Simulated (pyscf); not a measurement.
O=W(OH)(OH)(F)–F, singlet

Gas-phase minimum from PySCF at ωB97X-D3(BJ)/def2-SVP, one conformer. 

SMILES: [O]=[W]([OH])([OH])([F])[F]
```xyz
8

O     -0.4793     1.4452    -1.8385
W      0.3467     1.0341    -0.4395
O     -0.6482    -0.4010     0.2036
O      1.7282    -0.1866    -0.8804
F      1.7608     2.2801    -0.4465
F     -0.2718     2.0910     0.9826
H     -0.5755    -1.0307     0.9288
H      2.5890     0.1335    -1.1791
```
Charge 0, spin multiplicity 1.

Bonds (Å): O1–W2 1.676, W2–O3 1.861, W2–O4 1.896, W2–F5 1.885, W2–F6 1.877, O3–H7 0.963, O4–H8 0.966. Bond angles (°): O1–W2–O3 102.4, O1–W2–O4 108.8, O1–W2–F5 101.8, O1–W2–F6 109.4, O3–W2–O4 88.5, O3–W2–F5 155.8, O3–W2–F6 89.8, O4–W2–F5 83.0, O4–W2–F6 141.2, F5–W2–F6 83.0, W2–O3–H7 136.4, W2–O4–H8 120.5.

Properties at ωB97X-D3(BJ)/def2-SVP:

Harmonic wavenumbers, unscaled: 107, 130, 231, 249, 284, 300, 336, 389, 436, 455, 641, 667, 698, 752, 787, 1104, 3901, 3944 cm⁻¹
Zero-point energy: 22.0 kcal/mol
Rotational symmetry number: 1
Entropy of this conformer at 298 K and 1 atm, rigid rotor and harmonic oscillator, modes under 100 cm⁻¹ raised to 100: 369.6 J/(mol K)
Dipole moment: 3.33 D

Single-point totals, which compare only within one level:

| level | total energy (hartree) |
|---|---|
| ωB97X-D3(BJ)/def2-TZVP | -494.15992 |
| PBE/def2-TZVP | -493.74310 |
| r²SCAN/def2-TZVP | -493.96796 |
| B3LYP-D3(BJ)/def2-TZVP | -494.13354 |
| PBE0-D3(BJ)/def2-TZVP | -493.65984 |
| M06-2X/def2-TZVP | -493.80898 |
| ωB97M-D3(BJ)/def2-TZVP | -494.12536 |

Soft torsions are taken as harmonic, which can shift the entropy by several J/(mol K). Elements past Kr carry the def2 core potentials, without spin-orbit coupling.
